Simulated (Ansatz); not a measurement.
Mulliken charges of `[AlH2][S][AlH][SiH3]` from ωB97M-V/def2-TZVPP in Ansatz (PBE0-D4/def2-TZVP geometry).

```json
{"atom": "Al1", "x (Å)": "-0.968", "y (Å)": "1.087", "z (Å)": "-0.924", "charge (e)": "0.334"}
{"atom": "S2", "x (Å)": "1.134", "y (Å)": "1.841", "z (Å)": "-1.053", "charge (e)": "-0.296"}
{"atom": "Al3", "x (Å)": "1.834", "y (Å)": "-0.019", "z (Å)": "-0.230", "charge (e)": "0.369"}
{"atom": "Si4", "x (Å)": "-0.070", "y (Å)": "-1.020", "z (Å)": "0.965", "charge (e)": "-0.035"}
{"atom": "H5", "x (Å)": "-1.278", "y (Å)": "-0.208", "z (Å)": "-1.792", "charge (e)": "-0.142"}
{"atom": "H6", "x (Å)": "-2.083", "y (Å)": "2.102", "z (Å)": "-0.451", "charge (e)": "-0.115"}
{"atom": "H7", "x (Å)": "3.320", "y (Å)": "-0.551", "z (Å)": "-0.259", "charge (e)": "-0.082"}
{"atom": "H8", "x (Å)": "-0.697", "y (Å)": "-2.291", "z (Å)": "0.523", "charge (e)": "0.008"}
{"atom": "H9", "x (Å)": "-1.167", "y (Å)": "0.037", "z (Å)": "0.775", "charge (e)": "-0.041"}
{"atom": "H10", "x (Å)": "0.058", "y (Å)": "-1.028", "z (Å)": "2.450", "charge (e)": "0.000"}
```

Task: By hand: the dipole of these point charges (1 e Å = 4.8032 D).

Result: Σ q r = (0.211, -0.340, 0.184) e Å, of length 0.440 e Å = 2.11 D.

Task: How does the dipole of the full density compare? (An estimate is asked.)

Result: Computed: (0.150, -0.399, 0.259) e Å, 2.40 D; the point charges give 0.88 times that, at 12° from its direction.

Point charges leave out the atoms' own dipoles, such as those of lone pairs, and Mulliken's split depends on the basis, so the close match here is no proof of good charges.
